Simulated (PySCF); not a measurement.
trans-dichloroethylene (C₂H₂Cl₂), singlet, at a GFN2-xTB geometry, with bond 6-3 at 2.0 times its length; BLYP/6-31G* run with PySCF.

PySCF was given this input:
```python
from pyscf import gto, scf, dft

mol = gto.Mole()
mol.atom = '''
    Cl    2.103286    0.360991    0.018303
    C     0.552264   -0.364825   -0.001240
    C    -0.552264    0.364825    0.001240
    Cl   -2.103286   -0.360991   -0.018303
    H     0.558290   -1.443262   -0.015389
    H    -0.564317    2.521699    0.029537
'''
mol.basis = '6-31g*'
mol.charge = 0
mol.spin = 0
mol.verbose = 4
mol.build()

mf = dft.RKS(mol)
mf.xc = 'blyp'
mf.diis = False
mf.max_cycle = 100
mf.kernel()
mf.analyze()
```

What the program printed (banner, timings and long lists left out):

```
PySCF version 2.14.0

[INPUT] verbose = 4
[INPUT] num. atoms = 6
[INPUT] num. electrons = 48
[INPUT] charge = 0
[INPUT] spin (= nelec alpha-beta = 2S) = 0
[INPUT] symmetry False subgroup None
[INPUT] Mole.unit = angstrom
[INPUT] Symbol           X                Y                Z      unit          X                Y                Z       unit  Magmom
[...]
nuclear repulsion = 173.264749370873
number of shells = 32
number of NR pGTOs = 164
number of NR cGTOs = 68
basis = 6-31g*
ecp = {}

******** <class 'pyscf.dft.rks.RKS'> ********
method = RKS
initial guess = minao
damping factor = 0
level_shift factor = 0
DIIS disabled
SCF conv_tol = 1e-09
SCF conv_tol_grad = None
SCF max_cycles = 100
direct_scf = True
direct_scf_tol = 1e-13
XC library pyscf.dft.libxc version 7.1.2
    S. Lehtola, C. Steigemann, M. J. T. Oliveira, and M. A. L. Marques,  SoftwareX 7, 1–5 (2018)
XC functionals = blyp
    A. D. Becke,  Phys. Rev. A 38, 3098 (1988)
    C. Lee, W. Yang, and R. G. Parr,  Phys. Rev. B 37, 785 (1988)
    B. Miehlich, A. Savin, H. Stoll, and H. Preuss,  Chem. Phys. Lett. 157, 200 (1989)
radial grids:
    Treutler-Ahlrichs [JCP 102, 346 (1995); DOI:10.1063/1.469408] (M4) radial grids

becke partition: Becke, JCP 88, 2547 (1988); DOI:10.1063/1.454033
pruning grids: <function nwchem_prune>
grids dens level: 3
symmetrized grids: False
atomic radii adjust function: <function treutler_atomic_radii_adjust>
small_rho_cutoff = 0
Set gradient conv threshold to 3.16228e-05
Initial guess from minao.
tot grids = 85616
init E= -997.921536538869
[...]
cycle= 1 E= -997.510901192596  delta_E= 0.411  |g|= 0.293  |ddm|= 2.67
[...]
cycle= 2 E= -997.327275518065  delta_E= 0.184  |g|= 0.609  |ddm|= 1.39
[...]
cycle= 3 E= -996.94769598305  delta_E= 0.38  |g|= 1.12  |ddm|= 2.41
[...]
cycle= 4 E= -995.963530334336  delta_E= 0.984  |g|= 1.99  |ddm|= 3.82
[...]
cycle= 5 E= -985.979605923254  delta_E= 9.98  |g|= 5.01  |ddm|= 6.75
[...]
cycle= 6 E= -917.713446019692  delta_E= 68.3  |g|= 7.02  |ddm|=   19
[...]
cycle= 7 E= -749.992763865537  delta_E=  168  |g|= 8.93  |ddm|= 25.8
[...]
cycle= 8 E= -729.876260177684  delta_E= 20.1  |g|= 6.53  |ddm|= 38.8
[...]
cycle= 9 E= -729.070420940464  delta_E= 0.806  |g|= 6.83  |ddm|= 43.1
[...]
cycle= 10 E= -730.760610926863  delta_E= -1.69  |g|= 6.87  |ddm|= 36.6
[...]
cycle= 11 E= -728.842077093073  delta_E= 1.92  |g|= 6.82  |ddm|= 36.9
[...]
cycle= 12 E= -730.777022412036  delta_E= -1.93  |g|= 6.88  |ddm|= 36.9
[...]
cycle= 13 E= -728.839388168071  delta_E= 1.94  |g|= 6.82  |ddm|= 36.9
[...]
cycle= 14 E= -730.777313867762  delta_E= -1.94  |g|= 6.88  |ddm|= 36.9
[...]
cycle= 15 E= -728.839339792774  delta_E= 1.94  |g|= 6.82  |ddm|= 36.9
[...]
cycle= 16 E= -730.777319316225  delta_E= -1.94  |g|= 6.88  |ddm|= 36.9
[...]
cycle= 17 E= -728.839338877811  delta_E= 1.94  |g|= 6.82  |ddm|= 36.9
[...]
cycle= 18 E= -730.777319417848  delta_E= -1.94  |g|= 6.88  |ddm|= 36.9
[...]
cycle= 19 E= -728.839338860433  delta_E= 1.94  |g|= 6.82  |ddm|= 36.9
[...]
cycle= 20 E= -730.777319419745  delta_E= -1.94  |g|= 6.88  |ddm|= 36.9
[...]
cycle= 21 E= -728.839338860106  delta_E= 1.94  |g|= 6.82  |ddm|= 36.9
[...]
cycle= 22 E= -730.777319419779  delta_E= -1.94  |g|= 6.88  |ddm|= 36.9
[...]
cycle= 23 E= -728.839338860099  delta_E= 1.94  |g|= 6.82  |ddm|= 36.9
[...]
cycle= 24 E= -730.77731941978  delta_E= -1.94  |g|= 6.88  |ddm|= 36.9
[...]
cycle= 25 E= -728.839338860099  delta_E= 1.94  |g|= 6.82  |ddm|= 36.9
[...]
cycle= 26 E= -730.777319419779  delta_E= -1.94  |g|= 6.88  |ddm|= 36.9
[...]
cycle= 27 E= -728.839338860099  delta_E= 1.94  |g|= 6.82  |ddm|= 36.9
[...]
cycle= 28 E= -730.77731941978  delta_E= -1.94  |g|= 6.88  |ddm|= 36.9
[...]
cycle= 29 E= -728.839338860099  delta_E= 1.94  |g|= 6.82  |ddm|= 36.9
[...]
cycle= 30 E= -730.777319419779  delta_E= -1.94  |g|= 6.88  |ddm|= 36.9
[...]
cycle= 31 E= -728.839338860099  delta_E= 1.94  |g|= 6.82  |ddm|= 36.9
[...]
cycle= 32 E= -730.777319419779  delta_E= -1.94  |g|= 6.88  |ddm|= 36.9
[...]
cycle= 33 E= -728.8393388601  delta_E= 1.94  |g|= 6.82  |ddm|= 36.9
[...]
cycle= 34 E= -730.77731941978  delta_E= -1.94  |g|= 6.88  |ddm|= 36.9
[...]
cycle= 35 E= -728.839338860099  delta_E= 1.94  |g|= 6.82  |ddm|= 36.9
[...]
cycle= 36 E= -730.777319419779  delta_E= -1.94  |g|= 6.88  |ddm|= 36.9
[...]
cycle= 37 E= -728.839338860099  delta_E= 1.94  |g|= 6.82  |ddm|= 36.9
[...]
cycle= 38 E= -730.77731941978  delta_E= -1.94  |g|= 6.88  |ddm|= 36.9
[...]
cycle= 39 E= -728.839338860099  delta_E= 1.94  |g|= 6.82  |ddm|= 36.9
[...]
cycle= 40 E= -730.777319419778  delta_E= -1.94  |g|= 6.88  |ddm|= 36.9
[...]
cycle= 41 E= -728.839338860101  delta_E= 1.94  |g|= 6.82  |ddm|= 36.9
[...]
cycle= 42 E= -730.777319419779  delta_E= -1.94  |g|= 6.88  |ddm|= 36.9
[...]
cycle= 43 E= -728.8393388601  delta_E= 1.94  |g|= 6.82  |ddm|= 36.9
[...]
cycle= 44 E= -730.77731941978  delta_E= -1.94  |g|= 6.88  |ddm|= 36.9
[...]
cycle= 45 E= -728.8393388601  delta_E= 1.94  |g|= 6.82  |ddm|= 36.9
[...]
cycle= 46 E= -730.777319419778  delta_E= -1.94  |g|= 6.88  |ddm|= 36.9
[...]
cycle= 47 E= -728.8393388601  delta_E= 1.94  |g|= 6.82  |ddm|= 36.9
[...]
cycle= 48 E= -730.77731941978  delta_E= -1.94  |g|= 6.88  |ddm|= 36.9
[...]
cycle= 49 E= -728.8393388601  delta_E= 1.94  |g|= 6.82  |ddm|= 36.9
[...]
cycle= 50 E= -730.777319419779  delta_E= -1.94  |g|= 6.88  |ddm|= 36.9
[...]
cycle= 51 E= -728.839338860099  delta_E= 1.94  |g|= 6.82  |ddm|= 36.9
[...]
cycle= 52 E= -730.777319419778  delta_E= -1.94  |g|= 6.88  |ddm|= 36.9
[...]
cycle= 53 E= -728.8393388601  delta_E= 1.94  |g|= 6.82  |ddm|= 36.9
[...]
cycle= 54 E= -730.77731941978  delta_E= -1.94  |g|= 6.88  |ddm|= 36.9
[...]
cycle= 55 E= -728.839338860101  delta_E= 1.94  |g|= 6.82  |ddm|= 36.9
[...]
cycle= 56 E= -730.777319419779  delta_E= -1.94  |g|= 6.88  |ddm|= 36.9
[...]
cycle= 57 E= -728.8393388601  delta_E= 1.94  |g|= 6.82  |ddm|= 36.9
[...]
cycle= 58 E= -730.77731941978  delta_E= -1.94  |g|= 6.88  |ddm|= 36.9
[...]
cycle= 59 E= -728.8393388601  delta_E= 1.94  |g|= 6.82  |ddm|= 36.9
[...]
cycle= 60 E= -730.777319419779  delta_E= -1.94  |g|= 6.88  |ddm|= 36.9
[...]
cycle= 61 E= -728.839338860099  delta_E= 1.94  |g|= 6.82  |ddm|= 36.9
[...]
cycle= 62 E= -730.77731941978  delta_E= -1.94  |g|= 6.88  |ddm|= 36.9
[...]
cycle= 63 E= -728.8393388601  delta_E= 1.94  |g|= 6.82  |ddm|= 36.9
[...]
cycle= 64 E= -730.777319419779  delta_E= -1.94  |g|= 6.88  |ddm|= 36.9
[...]
cycle= 65 E= -728.839338860099  delta_E= 1.94  |g|= 6.82  |ddm|= 36.9
[...]
cycle= 66 E= -730.777319419779  delta_E= -1.94  |g|= 6.88  |ddm|= 36.9
[...]
cycle= 67 E= -728.8393388601  delta_E= 1.94  |g|= 6.82  |ddm|= 36.9
[...]
cycle= 68 E= -730.777319419779  delta_E= -1.94  |g|= 6.88  |ddm|= 36.9
[...]
cycle= 69 E= -728.839338860099  delta_E= 1.94  |g|= 6.82  |ddm|= 36.9
[...]
cycle= 70 E= -730.777319419779  delta_E= -1.94  |g|= 6.88  |ddm|= 36.9
[...]
cycle= 71 E= -728.839338860099  delta_E= 1.94  |g|= 6.82  |ddm|= 36.9
[...]
cycle= 72 E= -730.77731941978  delta_E= -1.94  |g|= 6.88  |ddm|= 36.9
[...]
cycle= 73 E= -728.8393388601  delta_E= 1.94  |g|= 6.82  |ddm|= 36.9
[...]
cycle= 74 E= -730.77731941978  delta_E= -1.94  |g|= 6.88  |ddm|= 36.9
[...]
cycle= 75 E= -728.8393388601  delta_E= 1.94  |g|= 6.82  |ddm|= 36.9
[...]
cycle= 76 E= -730.77731941978  delta_E= -1.94  |g|= 6.88  |ddm|= 36.9
[...]
cycle= 77 E= -728.8393388601  delta_E= 1.94  |g|= 6.82  |ddm|= 36.9
[...]
cycle= 78 E= -730.777319419779  delta_E= -1.94  |g|= 6.88  |ddm|= 36.9
[...]
cycle= 79 E= -728.8393388601  delta_E= 1.94  |g|= 6.82  |ddm|= 36.9
[...]
cycle= 80 E= -730.777319419778  delta_E= -1.94  |g|= 6.88  |ddm|= 36.9
[...]
cycle= 81 E= -728.8393388601  delta_E= 1.94  |g|= 6.82  |ddm|= 36.9
[...]
cycle= 82 E= -730.777319419779  delta_E= -1.94  |g|= 6.88  |ddm|= 36.9
[...]
cycle= 83 E= -728.8393388601  delta_E= 1.94  |g|= 6.82  |ddm|= 36.9
[...]
cycle= 84 E= -730.777319419778  delta_E= -1.94  |g|= 6.88  |ddm|= 36.9
[...]
cycle= 85 E= -728.839338860101  delta_E= 1.94  |g|= 6.82  |ddm|= 36.9
[...]
cycle= 86 E= -730.777319419778  delta_E= -1.94  |g|= 6.88  |ddm|= 36.9
[...]
cycle= 87 E= -728.8393388601  delta_E= 1.94  |g|= 6.82  |ddm|= 36.9
[...]
cycle= 88 E= -730.777319419781  delta_E= -1.94  |g|= 6.88  |ddm|= 36.9
[...]
cycle= 89 E= -728.8393388601  delta_E= 1.94  |g|= 6.82  |ddm|= 36.9
[...]
cycle= 90 E= -730.777319419779  delta_E= -1.94  |g|= 6.88  |ddm|= 36.9
[...]
cycle= 91 E= -728.839338860099  delta_E= 1.94  |g|= 6.82  |ddm|= 36.9
[...]
cycle= 92 E= -730.77731941978  delta_E= -1.94  |g|= 6.88  |ddm|= 36.9
[...]
cycle= 93 E= -728.839338860099  delta_E= 1.94  |g|= 6.82  |ddm|= 36.9
[...]
cycle= 94 E= -730.777319419778  delta_E= -1.94  |g|= 6.88  |ddm|= 36.9
[...]
cycle= 95 E= -728.8393388601  delta_E= 1.94  |g|= 6.82  |ddm|= 36.9
[...]
cycle= 96 E= -730.77731941978  delta_E= -1.94  |g|= 6.88  |ddm|= 36.9
[...]
cycle= 97 E= -728.839338860099  delta_E= 1.94  |g|= 6.82  |ddm|= 36.9
[...]
cycle= 98 E= -730.777319419778  delta_E= -1.94  |g|= 6.88  |ddm|= 36.9
[...]
cycle= 99 E= -728.8393388601  delta_E= 1.94  |g|= 6.82  |ddm|= 36.9
[...]
cycle= 100 E= -730.777319419778  delta_E= -1.94  |g|= 6.88  |ddm|= 36.9
SCF not converged.
SCF energy = -730.777319419778
**** SCF Summaries ****
Total Energy =                        -730.777319419778223
Nuclear Repulsion Energy =             173.264749370873460
One-electron Energy =                -1507.739046963424698
Two-electron Energy =                  603.696978172773015
Two-electron Coulomb Energy =          665.683743882284034
DFT Exchange-Correlation Energy =      -61.986765709510976
HOMO-LUMO gap [eV] =                    13.476873901451267
**** MO energy ****
[...]
 ** Mulliken pop on meta-lowdin orthogonal AOs  **
 ** Mulliken pop  **
 ** Mulliken atomic charges  **
charge of    0Cl =    -18.49857
charge of    1C =     -2.34505
charge of    2C =      3.89538
charge of    3Cl =     14.99673
charge of    4H =      0.95407
charge of    5H =      0.99744
Dipole moment(X, Y, Z, Debye): -375.90134, -47.45635, -3.04689
```

The run did not converge; its last values are not results.
